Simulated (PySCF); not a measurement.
CH3AlClO, AlH4N2Si, C2H5AlSi, H4NOSi2 and others (calculated)

Computed with PySCF 2.14.0. Calculation on a computer-drawn molecule: optimised geometry and harmonic frequencies of an isolated molecule of the commonest isotopes, restricted reference for singlets and unrestricted otherwise, frozen core in MP2.

(1) CH3AlClO

Start structure:
```xyz
7
CH3AlClO
C      0.8074    -3.0897     0.0862
Al     0.7057    -1.2872    -0.5334
O     -0.2548    -0.8929    -1.8521
Cl     1.7997     0.2461     0.4281
H      0.2620    -3.9099    -0.3764
H      1.4128    -3.4039     0.9337
H     -0.3954    -0.0533    -2.2561
```

* charge: 0
* multiplicity: 2
* method: MP2
* basis: cc-pV(D+d)Z
* rotational constants: 6.118, 3.126, 2.069 GHz
* total energy: -816.5121 hartree
* spin squared: 0.7587
* convergence status largest gradient component: 3.432e-05 hartree/bohr

Drawn bonds:
```
atom  other atom  order
   1           2      1
   2           3      1
   2           4      1
   1           5      1
   1           6      1
   3           7      1
```

Optimised structure:
```xyz
7
CH3AlClO
C      0.8080    -3.0895     0.0869
Al     0.7031    -1.2835    -0.5374
O     -0.2834    -0.9209    -1.8793
Cl     1.7944     0.2515     0.4196
H      0.2600    -3.9204    -0.3768
H      1.4198    -3.4026     0.9427
H     -0.3646    -0.0254    -2.2257
```

Modes:
```
frequency (cm⁻¹)  reduced mass (dalton)
           165.8                  3.622
           197.7                  1.035
           204.2                  4.537
           243.1                  6.585
           373.3                  1.119
           476.4                  10.21
           619.4                  1.312
           621.1                  1.308
           670.8                  1.445
           739.2                  4.978
           897.3                  6.217
            1397                  1.129
            3178                  1.055
            3277                   1.11
            3932                  1.067
```

(2) AlH4N2Si

Start structure:
```xyz
8
AlH4N2Si
N     -0.1405     2.1396     1.2214
Al     0.3444     0.4146     1.2831
N      0.5802    -1.2806     0.6149
Si     0.7925    -2.6985    -0.1010
H     -0.1174     2.7669     2.0705
H     -0.5762     2.6622     0.4609
H      1.3691    -3.9003     0.5238
H      0.5052    -3.0305    -1.5246
```

- charge: 0
- multiplicity: 2
- method: HF
- basis: cc-pV(D+d)Z
- rotational constants: 22.59, 1.809, 1.708 GHz
- total energy: -642.1010 hartree
- spin squared: 0.7573
- convergence status largest gradient component: 2.404e-05 hartree/bohr

Drawn bonds:
```
atom  other atom  order
   1           2      1
   2           3      2
   3           4      1
   1           5      1
   1           6      1
   4           7      1
   4           8      1
```

Optimised structure:
```xyz
8
AlH4N2Si
N     -0.1317     1.8233     1.2377
Al     1.1670     0.6168     1.1717
N      0.8570    -0.9776     0.4920
Si     0.7111    -2.4190    -0.0823
H     -0.0367     2.7499     1.6078
H     -1.0702     1.6818     0.9107
H      0.3105    -3.6046     0.7002
H      0.9501    -2.7971    -1.4888
```

Modes:
```
frequency (cm⁻¹)  reduced mass (dalton)
           72.25                  3.995
           100.4                  4.553
           123.4                  1.123
           265.2                  4.703
           374.6                  1.163
           378.4                  1.181
           544.4                  5.189
           703.7                  1.505
           748.7                  1.186
           752.1                  1.242
           829.5                  7.006
            1101                  1.057
            1412                   14.6
            1665                  1.111
            2331                  1.055
            2344                   1.03
            3768                  1.052
            3858                  1.093
```

(3) C2H5AlSi

Start structure:
```xyz
9
C2H5AlSi
C     -0.8713    -0.9063    -1.1007
C     -0.7492     0.4532    -0.5439
Al    -0.1806     1.9767    -1.8151
Si    -1.1513     0.7477     1.2780
H     -1.8125    -1.3525    -0.9107
H     -0.5967    -0.9238    -2.1776
H     -0.1616    -1.6256    -0.5756
H     -0.9882     2.0830     1.8090
H     -1.5041    -0.2089     2.3217
```

- charge: 0
- multiplicity: 1
- method: HF
- basis: cc-pV(D+d)Z
- rotational constants: 5.669, 3.505, 2.195 GHz
- total energy: -609.4257 hartree
- convergence status largest gradient component: 1.434e-06 hartree/bohr

Drawn bonds:
```
atom  other atom  order
   1           2      1
   2           3      1
   2           4      2
   1           5      1
   1           6      1
   1           7      1
   4           8      1
   4           9      1
```

Optimised structure:
```xyz
9
C2H5AlSi
C     -0.8356    -0.9746    -1.0638
C     -0.6726     0.4100    -0.4391
Al     0.1767     1.9327    -1.3842
Si    -1.1979     0.8096     1.1355
H     -1.3247    -1.6985    -0.4063
H     -1.4283    -0.9239    -1.9822
H      0.1350    -1.3974    -1.3406
H     -1.0023     2.1723     1.6647
H     -1.8657    -0.0866     2.1011
```

Modes:
```
frequency (cm⁻¹)  reduced mass (dalton)
           112.2                  1.075
           147.7                   5.31
             217                  2.892
           243.1                  2.625
           468.9                   1.14
           487.4                  3.987
           583.2                   1.17
           682.9                  1.625
           918.7                  2.632
            1039                  1.107
            1112                  1.326
            1183                   1.68
            1229                  6.714
            1512                   1.18
            1591                  1.045
            1591                  1.055
            2336                  1.037
            2349                  1.046
            3152                  1.035
            3211                  1.102
            3217                  1.104
```

(4) H4NOSi2

Start structure:
```xyz
8
H4NOSi2
O      0.4923     2.9143     1.2227
Si     0.7528     1.3680     1.3920
N      2.1652     0.7306     0.7434
Si     3.1496    -0.5536     0.6051
H      1.0942     3.5246     0.8476
H     -0.4370     0.8719     1.9439
H      4.1959    -0.4446    -0.3625
H      2.6107    -1.9826     0.7022
```

- charge: 0
- multiplicity: 2
- method: HF
- basis: cc-pV(D+d)Z
- rotational constants: 22.32, 1.919, 1.777 GHz
- total energy: -709.5313 hartree
- spin squared: 0.7571
- convergence status largest gradient component: 1.503e-05 hartree/bohr

Drawn bonds:
```
atom  other atom  order
   1           2      1
   2           3      1
   3           4      2
   1           5      1
   2           6      1
   4           7      1
   4           8      1
```

Optimised structure:
```xyz
8
H4NOSi2
O      0.6081     2.9471     1.1088
Si     0.7023     1.3569     1.3930
N      1.8689     0.4034     1.0443
Si     3.2054    -0.5785     0.7449
H      1.3359     3.3724     0.6750
H     -0.5530     1.0162     2.0530
H      4.0286    -0.0972    -0.3994
H      2.8275    -1.9917     0.4747
```

Modes:
```
frequency (cm⁻¹)  reduced mass (dalton)
           44.18                  3.078
           57.38                  1.347
           167.4                  4.433
           335.1                  4.832
           498.9                  1.329
           602.2                  7.589
           642.5                  1.232
             769                  1.151
           841.1                  1.194
           871.4                  1.272
           974.4                  2.809
           995.8                  1.335
            1033                  1.146
            1490                  14.39
            2243                  1.038
            2255                  1.044
            2438                  1.044
            4143                  1.067
```

(5) B3H5N

Start structure:
```xyz
9
B3H5N
B     -2.6459    -1.8785     1.6270
B     -1.1897    -1.9476     1.0853
B     -0.0332    -0.9152     1.2756
N      0.8645     0.0927     1.4989
H     -2.9098    -2.3228     2.6166
H     -3.4829    -1.4242     1.0050
H     -1.0509    -2.9461     0.4956
H      0.6825     0.9118     2.0333
H      1.8457     0.0830     1.1825
```

- charge: 1
- multiplicity: 1
- method: HF
- basis: cc-pVDZ
- rotational constants: 32.38, 3.258, 3.037 GHz
- total energy: -131.1403 hartree
- convergence status largest gradient component: 1.225e-05 hartree/bohr

Drawn bonds:
```
atom  other atom  order
   1           2      1
   2           3      1
   3           4      1
   1           5      1
   1           6      1
   2           7      1
   4           8      1
   4           9      1
```

Optimised structure:
```xyz
9
B3H5N
B     -2.7744    -1.9105     1.6506
B     -1.1950    -1.9932     1.0658
B     -0.0065    -0.8133     1.3121
N      0.9229     0.1059     1.5028
H     -3.0375    -2.3711     2.7222
H     -3.6311    -1.4102     0.9833
H     -0.8202    -2.9291     0.4207
H      0.7619     0.9544     2.0258
H      1.8601     0.0202     1.1365
```

Modes:
```
frequency (cm⁻¹)  reduced mass (dalton)
           135.4                  2.956
           215.6                  1.345
           260.6                  1.131
           370.9                  2.452
           397.3                  1.969
           494.4                  1.096
           610.7                  4.304
           683.6                  1.303
             752                  1.142
           867.1                  1.712
           891.1                  2.118
           993.4                   1.87
            1088                  1.827
            1233                  1.207
            1576                  1.317
            1771                  3.656
            2704                  1.051
            2741                   1.09
            2797                  1.124
            3696                  1.053
            3790                  1.097
```

(6) AlB3H5

Start structure:
```xyz
9
AlB3H5
B      0.3530     1.7917    -1.5341
Al    -0.3614     2.6285     0.1811
B     -2.3649     3.3984    -0.1288
B     -2.4432     2.0083     0.5627
H      0.1556     1.3203    -2.6467
H      0.5452     2.9081     1.3553
H     -2.6534     4.3788    -0.6065
H     -2.2806     1.0061    -0.1667
H     -2.5039     1.7873     1.6899
```

* charge: 0
* multiplicity: 2
* method: HF
* basis: cc-pV(D+d)Z
* total energy: ?
* rotational constants: ?

Drawn bonds:
```
atom  other atom  order
   1           2      1
   2           3      1
   3           4      1
   1           5      1
   2           6      1
   3           7      1
   4           8      1
   4           9      1
```

Q: What total energy does the calculation give for AlB3H5 (entry 6)?
A: -318.7415 hartree

Q: Estimate the rotational constants of AlB3H5 (entry 6).
A: 12.42, 2.629, 2.375 GHz

Q: Give the table of modes values for AlB3H5 (entry 6).
A: 
Modes:
```
frequency (cm⁻¹)  reduced mass (dalton)
           58.03                  2.526
           130.7                  2.446
           147.5                  2.611
           287.3                  1.258
           343.2                    1.2
             409                  1.233
           479.1                  1.147
           496.9                  4.239
           557.6                  1.088
           667.6                  5.198
           718.6                  1.112
           751.5                  1.381
           842.8                  1.579
           948.3                  3.409
            1053                  1.478
            1262                  1.276
            1956                  1.042
            2639                  1.061
            2659                  1.087
            2706                  1.119
            2809                    1.1
```

Further results for AlB3H5 (entry 6):

* spin squared: 0.7595
* convergence status largest gradient component: 1.775e-05 hartree/bohr

Optimised structure:
```xyz
9
AlB3H5
B      0.7525     1.8669    -1.8937
Al     0.0178     2.7941    -0.2066
B     -2.1022     3.0437     0.1194
B     -3.0695     1.8850     0.8107
H      1.1720     1.3543    -2.8830
H      1.0860     3.3271     0.8397
H     -2.5753     4.0995    -0.2261
H     -3.6135     1.0427     0.1420
H     -3.2214     1.8143     2.0038
```
